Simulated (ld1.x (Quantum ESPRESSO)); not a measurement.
Configuration tests for Ag (Z = 47) (TM)

ld1.x (Quantum ESPRESSO) 7.5 input, shortened:

```
&input
   title='Ag', zed=47., rel=2, dft='PZ', iswitch=3,
   config='[Kr] 4d10 5s1 5p0', rel_dist='average'
 /
 &inputp
   pseudotype=2, tm=.true., lloc=0,
   nlcc=.false.
 /
3
4P  2  1   6.00   0.00  1.60  1.60  0.0
4D  3  2  10.00   0.00  1.05  1.05  0.0
4S  1  0   2.00   0.00  1.40  1.40  0.0
 &test
   configts(1)='4s2 4p6 4d10 5s1 5p0'
 /
```

Open shells are filled in proportion to 2j + 1 (rel_dist='average').

Occupied shells without a wave of their own: 5s. They enter only through the test configuration that unscreens the potential.

Energies are relative to the spin-unpolarised reference configuration 4s2 4p6 4d10 5s1 5p0; without spin polarisation the order of configurations can differ from experiment.

```tsv
valence configuration	charge	ΔE all-electron (eV)	error AE − PS (meV)
4s2 4p6 4d10 5s0 5p0	+1	8.104	-1360
4s2 4p6 4d9 5s0 5p0	+2	30.489	-2006
4s2 4p6 4d8 5s0 5p0	+3	66.920	-2703
4s2 4p6 4d9 5s2 5p0	0	3.962	+1275
4s2 4p6 4d9 5s1 5p0	+1	13.381	-11
```

Question: What are ΔE and the potential's error for 4s2 4p6 4d10 5s0.5 5p0?

Answer: ΔE = 3.187 eV all-electron; the error (AE − PS) is -594 meV.

Question: What are ΔE and the potential's error for 4s2 4p6 4d10 5s0 5p1?

Answer: ΔE = 4.017 eV all-electron; the error (AE − PS) is -922 meV.

Levels in the configuration 4s2 4p6 4d10 5s0.5 5p0:

| level | all-electron (eV) | pseudo (eV) |
| --- | --- | --- |
| 4s j=1/2 | -98.992 | -99.336 |
| 4p j=1/2 | -66.179 | -66.512 |
| 4p j=3/2 | -61.024 | -61.353 |
| 4d j=3/2 | -11.971 | -12.262 |
| 4d j=5/2 | -11.405 | -11.697 |
| 5s j=1/2 | -8.069 | -9.424 |

These tests converged, but a pseudo level misses the all-electron one widely, so the file describes the atom poorly there or has found another state: 4s2 4p6 4d9 5s0 5p0: empty 5s by 2.4 eV; 4s2 4p6 4d8 5s0 5p0: empty 5s by 3.2 eV. The 5s level has no wave, so the channel is fitted at the deeper level alone: the likely source of the large errors.

The potential misses its own reference levels by up to 1.0 eV, so it is not fit for use.
